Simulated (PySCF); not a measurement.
GeH₅, SMILES [GeH5-], charge -1. Atoms are numbered in the order given.

```xyz
6

Ge     0.0000     0.0000     0.0000
H      0.0000     0.0000     1.7315
H      0.0000     0.0000    -1.7315
H      1.5860     0.0000     0.0000
H     -0.7930     1.3735     0.0000
H     -0.7930    -1.3735     0.0000
```
Charge -1, spin multiplicity 1.

Geometry optimised at B3LYP-D3(BJ)/def2-TZVPD.

Two levels are set side by side: PBE/pcSseg-2 (PySCF) and HF/pcSseg-2 (PySCF). GIAO shifts against GeH4 (⁷³Ge), TMS (¹H) at the same level; non-relativistic, no solvent, atoms listed together averaged. Differences are taken from unrounded values.

```json
[
 {"quantity": "δ(⁷³Ge) of Ge1 (ppm)", "HF": "-141.7", "PBE": "-133.6", "PBE minus HF": "8.1"},
 {"quantity": "δ(¹H) of H2, H3, H4, H5, H6 (ppm)", "HF": "5.84", "PBE": "6.77", "PBE minus HF": "0.92"}
]
```

Rough cost on one machine, each run with all the roots and properties that it gave: HF against PBE within a factor of 2.
